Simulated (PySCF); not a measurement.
# Sr⁺: ionisation energy

Sr⁺ [Kr] 5s1 (2S) → Sr²⁺ [Kr] (1S), as a difference of total energies. Calculation: PySCF 2.14, in cc-pVDZ-X2C (6s5p3d, 36 functions); scalar relativity by spin-free X2C-1e. The calculations carry no spin-orbit coupling.

| method | ionisation energy (eV) | error (eV) |
| --- | --- | --- |
| UHF | 10.440 | -0.590 |
| TPSS | 10.854 | -0.176 |
| M06-L | 10.206 | -0.824 |

Reference: 11.030 eV (measured; NIST Atomic Spectra Database, ionization energies).
